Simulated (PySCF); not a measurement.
Si(Cl)(OH)2(NH2) (ClH₄NO₂Si), SMILES [Si](O)(Cl)(N)O. Atoms are numbered in the order given.

```xyz
9

N      1.7907    -0.3043    -0.1573
Si     0.1232    -0.0229    -0.3382
O     -0.2374     1.3786    -1.1319
O     -0.6258    -1.2068    -1.2004
Cl    -0.6168     0.0676     1.5935
H      2.1316    -0.7294     0.6962
H      2.3545    -0.5584    -0.9605
H      0.1231     2.1847    -0.7510
H     -1.4781    -0.9697    -1.5792
```

Geometry optimised at PBE0-D3(BJ)/def2-SVP. The structure was generated by enumeration, and PubChem lists no compound with its InChIKey, so it may never have been made. The values are those of a single conformer.

Two levels are set side by side: PBE/pcSseg-1 (PySCF) and PBE0/pcSseg-1 (PySCF). GIAO shifts against H2O (¹⁷O), HCl (³⁵Cl), NH3 (¹⁵N), TMS (²⁹Si), TMS (¹H) at the same level; non-relativistic, no solvent, atoms listed together averaged. Without spin–orbit terms, shifts of atoms bonded to Cl or Br come out too high at both levels. Differences are taken from unrounded values.

```
quantity               PBE0
--------------------  -----
δ(¹⁵N) of N1 (ppm)     33.6
δ(²⁹Si) of Si2 (ppm)  -36.0
δ(³⁵Cl) of Cl5 (ppm)   46.6
```

What does PBE give, and how far is it from PBE0? (Estimate from the structure and the level; the computed values follow.)


```csv
quantity,PBE,PBE minus PBE0
δ(¹⁵N) of N1 (ppm),37.6,4.0
δ(²⁹Si) of Si2 (ppm),-36.5,-0.5
δ(³⁵Cl) of Cl5 (ppm),61.3,14.7
```

Rough cost on one machine, each run with all the roots and properties that it gave: PBE0 against PBE within a factor of 2.
